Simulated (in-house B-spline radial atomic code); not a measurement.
The numbers below are computed, except where a source is named.
**Stopping and range of 30 keV He in Ge**

The pair potential comes from two frozen, spherical free-atom densities (PBE, B-spline radial code, scalar-relativistic past argon): electrostatics plus the change in Thomas-Fermi kinetic and Dirac exchange energy where they overlap, the recipe behind the universal ZBL potential, which averages such potentials (from solid-state densities) over many pairs. It is written V = (Z1 Z2 e²/r) φ(r/a), with e² = 14.3996 eV·Å and a = 0.46850 Å/(Z1^0.23 + Z2^0.23); ZBL's fit is φ = 0.18175 e^(−3.1998x) + 0.50986 e^(−0.94229x) + 0.28022 e^(−0.4029x) + 0.02817 e^(−0.20162x). Where φ falls below 4e-4 it is continued as an exponential.

The target is taken as amorphous, with density 5.3234 g/cm³ (NSM archive of the Ioffe Institute); channelling is ignored. Masses: He 4.0, Ge 72.63 u. Nuclear stopping is S_n = 4π a Z1 Z2 e² M1/(M1 + M2) × s_n(ε), with s_n integrated over impact parameters for each pair. Electronic stopping is Lindhard and Scharff's S_e = Z1^(1/6) 8π e² a0 Z1 Z2/(Z1^(2/3) + Z2^(2/3))^(3/2) × v/v0, with a0 = 0.529177 Å and v = v0 at 24.801 keV/u; it misses the oscillations with Z1 seen in experiment, which reach tens of per cent. Compounds add by atom fraction.

```tsv
target atom	a (Å)	ε at this energy	s_n, this pair	s_n, ZBL potential
Ge	0.13812	4.262	0.1921	0.1922
```

What are the atom density and the stopping powers at entry?

N = 5.3234 × 0.602214/72.63 = 0.04414 atoms/Å³. For Ge: S_n = 83.49 × 0.1921 = 16.04 eV·Å², S_e = 1.0961 × √30000 = 189.9 eV·Å². Averaged over the target's atoms and times N × 10 Å/nm, the ion loses N S_n = 7.08 eV/nm to recoils and N S_e = 83.8 eV/nm to electrons; the nuclear share is 8 %.

Along the track:

```tsv
E (keV)	N S_n (eV/nm)	N S_e (eV/nm)
1.5	12.9	18.7
4.5	12.6	32.5
9	11	45.9
15	9.43	59.3
22.5	8.05	72.6
30	7.08	83.8
```

Estimate the path length and the projected range.

With continuous slowing down the path is the integral of dE/(N (S_n + S_e)). Trapezoids over the table give 455 nm, and the stretch below the first row, with stopping taken as √E, adds 2E/(N S) = 95 nm: 550 nm in all, against 522 nm on a fine grid from 5 eV. Deflections shorten the depth: to first order in the energy passed on, N (S_n + S_e) dR_p/dE = 1 − N S_n (M2/M1) R_p/(2E), summed over the target's atoms, and integrating this on the fine grid gives R_p = 194 nm, 0.37 of the path. Lindhard's rule of thumb R/(1 + M2/3M1), with mean M2/M1 = 18.16, gives 74 nm; it assumes that nuclear stopping leads, so it comes too short here. On the ZBL potential the same equation gives 195 nm, and the full integral equation, which keeps hard collisions, 197 nm.
